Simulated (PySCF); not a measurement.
# Broadened absorption spectrum of C8H11NSe

Species: C₈H₁₁NSe.
SMILES with atom numbers: `[cH:1]1[cH:2][c:3]([CH:4]2[CH2:5][CH2:6][CH2:7][CH2:8]2)[se:9][n:10]1` (hydrogens: H11 on C1; H12 on C2; H13 on C4; H14, H15 on C5; H16, H17 on C6; H18, H19 on C7; H20, H21 on C8)

Computed, not measured: TDDFT wB97X-D/def2-SVPD, vertical, gas phase, core orbitals frozen in the response in PySCF. Isolated species at its PBE0-D3(BJ)/def2-SVP geometry (one conformer only). Relativistic effects, spin–orbit coupling among them, are left out although an element past zinc is present.

Computed states:

```
state  E (eV)       f
   S1    5.12   0.065
   S2    5.21   0.037
   S3    5.38  0.0017
   S4    5.66   0.091
   S5    6.00  0.0030
   S6    6.60   0.070
   S7    6.78  0.0084
   S8    6.86   0.010
   S9    7.22  0.0047
  S10    7.39   0.018
```

Each state is given a Gaussian of 0.3 eV full width at half maximum, with ε(max) = 2.175×10⁸ f / Δν̃ (Δν̃ the width in cm⁻¹). The width is an assumption, not a result. The curve ends short of the highest state used, and states not computed would add to its high-energy end.

Problem. Give the broadened spectrum and its maxima.

Solution. 
(λ (nm), ε (L mol⁻¹ cm⁻¹)): (182.6, 3702), (185.0, 5716), (187.3, 6736), (189.7, 5626), (192.1, 3208), (194.4, 1324), (196.8, 387), (199.1, 133), (201.5, 143), (203.9, 256), (206.2, 457), (208.6, 971), (210.9, 2120), (213.3, 4186), (215.7, 6569), (218.0, 8029), (220.4, 7850), (222.7, 6281), (225.1, 4265), (227.5, 2951), (229.8, 2847), (232.2, 3904), (234.5, 5618), (236.9, 7449), (239.3, 8584), (241.6, 8589), (244.0, 7490), (246.3, 5787), (248.7, 3894), (251.1, 2315), (253.4, 1259), (255.8, 597), (258.1, 264), (260.5, 102), (262.9, 36), (265.2, 12)

Maxima: 240 nm (5.16 eV), ε about 8700, made up of S1 (65%) and S2 (34%); 219 nm (5.66 eV), ε about 8200, made up of S4 (100%); 187 nm (6.62 eV), ε about 6700, made up of S6 (93%) (ε in L mol⁻¹ cm⁻¹; maxima over ε = 5, shares over 10%).

Problem. What would ε be at 5.16 eV, the highest of these maxima, with half the width (0.15 eV)?

Solution. About 14800 L mol⁻¹ cm⁻¹ against 8730, a factor of about 1.7; a lone state at its own centre would give exactly 2.

Problem. On this curve, what absorbance would a 10⁻⁵ mol/L sample give at 222 nm over a 1 cm path?

Solution. 222 nm is 5.585 eV, where ε is about 6900 L mol⁻¹ cm⁻¹, so A = ε c l ≈ 0.069 (Beer–Lambert, with the gas-phase spectrum and the assumed width).

Problem. Coming from long wavelengths, where does ε first pass 100 L mol⁻¹ cm⁻¹?

Solution. At about 261 nm (4.76 eV), 0.37 eV below S1.

All these states lie below the vertical ionisation energy of 8.91 eV (ΔSCF).
